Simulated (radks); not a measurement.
Values are calculated unless marked as measured or tabulated.
Exchange energies: the exact (Fock) value of the Kohn-Sham orbitals and density-functional approximations, as 100 (|E| - |E exact|)/|E exact|, negative where the magnitude is too small. Species: As15+ [Ar]; Kr3+ [Ar] 3d10 4s2 4p3; Sr+ [Kr] 5s1; Eu2+ [Xe] 4f7; Zr11+ [Ar] 3d10 4s1. Code: a radial shooting solver on a logarithmic mesh with Libxc functionals. Model: non-relativistic Kohn-Sham, PBE, spin-polarised, spherical densities, point nucleus. Every spin shell is full or empty, so the densities are truly spherical. Functionals are evaluated on that one density, not self-consistently.

functional,As15+,Kr3+,Sr+,Eu2+,Zr11+
exact (hartree),-65.4903,-92.7511,-101.776,-230.091,-104.786
LDA,-6.81,-5.54,-5.44,-4.21,-5.60
PBE,-0.47,-0.39,-0.42,-0.25,-0.51
PBEsol,-3.01,-2.51,-2.49,-1.91,-2.59
revPBE,-0.14,-0.20,-0.25,-0.14,-0.30
PW86,+0.29,+0.06,-0.01,-0.16,-0.12
WC,-1.26,-0.96,-0.96,-0.61,-1.07
EV93,+0.62,+0.05,-0.08,-0.29,-0.02
APBE,+0.52,+0.45,+0.40,+0.41,+0.31
SCAN,+0.30,+0.26,+0.24,+0.21,+0.17
r2SCAN,-0.02,-0.01,-0.04,-0.04,-0.10
TASK,-2.75,-2.41,-2.42,-1.97,-2.31
MVS,-0.16,+0.05,+0.03,+0.15,-0.02
